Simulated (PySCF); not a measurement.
silanone (H2OSi), SMILES O=[SiH2].

The structure is a stationary point at B3LYP-D3(BJ)/def2-TZVP.

Calculation: TDDFT-PBE/def2-TZVPD (PySCF).

Vertical excitations. Gas-phase values at a fixed geometry. State labels are in the subgroup C2v.

| state | symmetry | energy (eV) | λ (nm) | f | main pairs |
|---|---|---|---|---|---|
| S1 | A2 | 3.74 | 331 | 0.000 | HOMO→LUMO 100 % |
| S2 | B1 | 5.54 | 224 | 0.001 | HOMO−2→LUMO 100 % |
| S3 | A1 | 5.74 | 216 | 0.041 | HOMO−1→LUMO 89 % |
| S4 | B2 | 5.79 | 214 | 0.043 | HOMO→LUMO+1 98 % |
| S5 | B2 | 6.57 | 189 | 0.003 | HOMO→LUMO+2 99 % |
| S6 | A2 | 6.71 | 185 | 0.000 | HOMO−3→LUMO 100 % |
| S7 | B1 | 6.94 | 179 | 0.061 | HOMO−1→LUMO+1 98 % |
| S8 | B2 | 7.02 | 177 | 0.000 | HOMO→LUMO+3 99 % |
| S9 | B1 | 7.62 | 163 | 0.020 | HOMO−1→LUMO+2 100 % |
| S10 | A1 | 7.80 | 159 | 0.144 | HOMO−2→LUMO+1 82 % |
| T1 | A2 | 3.37 | 368 | 0 | HOMO→LUMO 100 % |
| T2 | A1 | 3.91 | 317 | 0 | HOMO−1→LUMO 99 % |
| T3 | B1 | 5.00 | 248 | 0 | HOMO−2→LUMO 98 % |
| T4 | B2 | 5.30 | 234 | 0 | HOMO→LUMO+1 99 % |
Triplets are in the Tamm–Dancoff approximation, which puts them higher than full response would, so one can lie above its singlet here.
